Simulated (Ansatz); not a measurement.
Calculated with Ansatz (gas phase, PBE0-D4/def2-TZVP geometries, no zero-point term in ΔE). CCSD(T)/CBS adds triple-zeta CCSD(T) − MP2 to the extrapolated MP2 energy (def2 sets, frozen cores). This one scheme is used for every species. For Ga outer-core shells are correlated without core-valence functions, which leaves a few kJ/mol of doubt a bond. Scalar relativity is left out up to krypton. One conformer a species, not always the lowest.

Reaction (ligand exchange at a Ga–N bond): `[CH3][GaH][NH]CF` + `N=C=O` → `[CH3][GaH][N]=C=O` + `NCF`

Task: Is it downhill or uphill in electronic energy at CCSD(T)/CBS, and by how much? (An estimate is asked.)

Result: Computed: Downhill: ΔE = -43.5 kJ/mol.

Task: What do these levels give: HF/def2-TZVPP, MP2/def2-QZVPP, SCS-MP2/def2-QZVPP, HF/CBS(def2), MP2/CBS(def2), CCSD/CBS(def2)? (An estimate is asked.)

Result: Ansatz gave: HF/def2-TZVPP -71.7, MP2/def2-QZVPP -45.3, SCS-MP2/def2-QZVPP -48.5, HF/CBS(def2) -71.5, MP2/CBS(def2) -44.6, CCSD/CBS(def2) -47.3 kJ/mol.

Largest T1 diagnostic among the species: 0.018.

In def2-TZVPP, CCSD(T) changes the Hartree–Fock value by +26.4 kJ/mol (the triples alone add +3.8 kJ/mol) and MP2 by +25.3 kJ/mol. From PBE to PBE0 (25 % exact exchange), in def2-TZVPP and without D4, ΔE moves by −7.1 kJ/mol.
